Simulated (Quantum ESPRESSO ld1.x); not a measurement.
Question: These are the eigenvalues of the occupied orbitals of an atom or ion with whole-number occupations (Ry). All-electron calculation, Dirac Kohn-Sham, BLYP, spin-unpolarised, spherical densities, point nucleus. Program: ld1.x of Quantum ESPRESSO 7.5.

orbital  eigenvalue
1s1/2    -6470.1990
2s1/2    -1158.7415
2p1/2    -1112.7904
2p3/2     -951.7839
3s1/2     -280.4156
3p1/2     -259.7067
3p3/2     -223.7842
3d3/2     -189.7934
3d5/2     -182.1506
4s1/2      -65.8157
4p1/2      -56.8587
4p3/2      -48.0620
4d3/2      -33.4873
4d5/2      -31.8461
5s1/2      -13.5921
4f5/2      -12.9773
4f7/2      -12.6073
5p1/2      -10.5329
5p3/2       -8.8796
5d3/2       -4.6363
5d5/2       -4.4362

Which element is it, and in what charge state? The configuration may be excited. Open shells, if any, are shared by 2j + 1.

Answer: Z = 82, lead, charge +4: Pb4+ in [Xe] 4f14 5d10. The list shows which subshells hold electrons but not how many an open one holds; the 1s level, -3235.1 hartree, gives Z - s = 80.4 by -(Z - s)^2/2, which with screening and relativity narrows Z to a few neighbours, and the depths of the outer levels then fix element, charge and occupations together.
